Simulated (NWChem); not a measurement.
System: C2H7AlO2; SMILES C[O][Al]([CH3])[OH]

Input file for NWChem:

```
start job
memory heap 200 mb stack 900 mb global 1100 mb
geometry units angstroms noautosym nocenter noautoz
  Al    -0.213690     0.472996     0.011553
  C     -1.715673     1.692713    -0.013376
  H     -2.678809     1.160946    -0.008350
  H     -1.683186     2.333474    -0.909612
  H     -1.688893     2.365453     0.859074
  O      1.364383     1.115297     0.062919
  H      2.191291     0.633201     0.076462
  O     -0.488941    -1.202302    -0.018776
  C      0.166945    -2.419996    -0.015981
  H     -0.133325    -3.029683     0.855993
  H     -0.080494    -3.005425    -0.920547
  H      1.270302    -2.323094     0.018157
end
basis spherical
  * library pcsseg-1
end
dft
  xc xpbe96 cpbe96
  iterations 150
end
property
  shielding
end
task dft property
```

Parts of the log:

```
             Northwest Computational Chemistry Package (NWChem) 7.3.0
             --------------------------------------------------------

                             Geometry "geometry" -> ""
                             -------------------------

 Output coordinates in angstroms (scale by  1.889725989 to convert to a.u.)

  No.       Tag          Charge          X              Y              Z
 ---- ---------------- ---------- -------------- -------------- --------------
    1 Al                  13.0000    -0.21369000     0.47299600     0.01155300
    2 C                    6.0000    -1.71567300     1.69271300    -0.01337600
    3 H                    1.0000    -2.67880900     1.16094600    -0.00835000
    4 H                    1.0000    -1.68318600     2.33347400    -0.90961200
    5 H                    1.0000    -1.68889300     2.36545300     0.85907400
    6 O                    8.0000     1.36438300     1.11529700     0.06291900
    7 H                    1.0000     2.19129100     0.63320100     0.07646200
    8 O                    8.0000    -0.48894100    -1.20230200    -0.01877600
    9 C                    6.0000     0.16694500    -2.41999600    -0.01598100
   10 H                    1.0000    -0.13332500    -3.02968300     0.85599300
   11 H                    1.0000    -0.08049400    -3.00542500    -0.92054700
   12 H                    1.0000     1.27030200    -2.32309400     0.01815700

 Effective nuclear repulsion energy (a.u.)     222.2534186256

  pbe96 is a nonlocal functional; adding pw91lda local functional.
                              NWChem Property Module
                              ----------------------

  itol2e modified to match energy
  convergence criterion.

                                 NWChem DFT Module
                                 -----------------

 Summary of "ao basis" -> "ao basis" (spherical)
 ------------------------------------------------------------------------------
       Tag                 Description            Shells   Functions and Types
 ---------------- ------------------------------  ------  ---------------------
 Al                         pcsseg-1                10       24   4s5p1d
 C                          pcsseg-1                 7       17   3s3p1d
 H                          pcsseg-1                 3        5   2s1p
 O                          pcsseg-1                 7       17   3s3p1d

  itol2e modified to match energy
  convergence criterion.

[...]

          -----------------------------------------
          Chemical Shielding Tensors (GIAO, in ppm)
          -----------------------------------------

                                NWChem CPHF Module
                                ------------------

  scftype          =     RHF
  nclosed          =       24
  nopen            =        0
  variables        =     2472
  # of vectors     =        3
  tolerance        = 0.10D-03
  level shift      = 0.00D+00
  max iterations   =       50
  max subspace     =       30

 SCF residual:    1.9875684972093885E-005

Iterative solution of linear equations
  No. of variables     2472
  No. of equations        3
  Maximum subspace       30
        Iterations       50
       Convergence  1.0D-04

   iter   nsub   residual    time
   ----  ------  --------  ---------
     1      3    5.37D-06      52.7

      Atom:    1  Al
        Diamagnetic
    798.0681      0.5757      0.0660
      0.5757    799.8149      0.0679
      0.0660      0.0679    795.9470

        Paramagnetic
   -327.5356    -50.1053      2.0995
    -50.1053   -365.6333     -0.4813
      2.0995     -0.4813   -430.3246

        Total Shielding Tensor
    470.5325    -49.5296      2.1655
    -49.5296    434.1816     -0.4134
      2.1655     -0.4134    365.6224

           isotropic =     423.4455
          anisotropy =     122.5496

          Principal Components and Axis System
                 1           2           3
              505.1452    399.6218    365.5695

      1         0.8199      0.5719     -0.0270
      2        -0.5723      0.8199     -0.0134
      3         0.0144      0.0265      0.9995

      Atom:    2  C
        Diamagnetic
    255.1232     -4.9718      0.0930
     -4.9718    252.7953     -0.0598
      0.0930     -0.0598    248.4086

        Paramagnetic
    -50.2150     10.9077     -0.1204
     10.9077    -51.7119      0.4839
     -0.1204      0.4839    -49.9219

        Total Shielding Tensor
    204.9083      5.9359     -0.0275
      5.9359    201.0834      0.4241
     -0.0275      0.4241    198.4867

           isotropic =     201.4928
          anisotropy =      11.6164

          Principal Components and Axis System
                 1           2           3
              209.2370    198.5537    196.6877

      1         0.8077     -0.1324     -0.5745
      2         0.5891      0.1462      0.7947
      3         0.0212      0.9804     -0.1961

      Atom:    3  H
        Diamagnetic
     39.2454      3.6549     -0.0229
      3.6549     27.8590     -0.0374
     -0.0229     -0.0374     23.7077

        Paramagnetic
     -0.8178     -0.2720      0.0040
     -0.2720      2.6186      0.0144
      0.0040      0.0144      3.1708

        Total Shielding Tensor
     38.4276      3.3828     -0.0189
      3.3828     30.4776     -0.0230
     -0.0189     -0.0230     26.8785

           isotropic =      31.9279
          anisotropy =      11.6165

          Principal Components and Axis System
                 1           2           3
               39.6722     29.2331     26.8784

      1         0.9385     -0.3453     -0.0003
      2         0.3453      0.9385      0.0067
      3        -0.0020     -0.0064      1.0000

      Atom:    4  H
        Diamagnetic
     26.0141     -2.2931      0.9144
     -2.2931     31.2881     -7.7533
      0.9144     -7.7533     33.2848

        Paramagnetic
      2.4435      1.0347     -0.4384
      1.0347      1.1096      1.9793
     -0.4384      1.9793      0.8642

[...]
```

Level: PBE/pcSseg-1, GIAO. Coordinates come from a PBE0/def2-SVP optimisation. No frequency run checked for a minimum. The printed shielding anisotropy is the first printed principal value minus the mean of the other two.
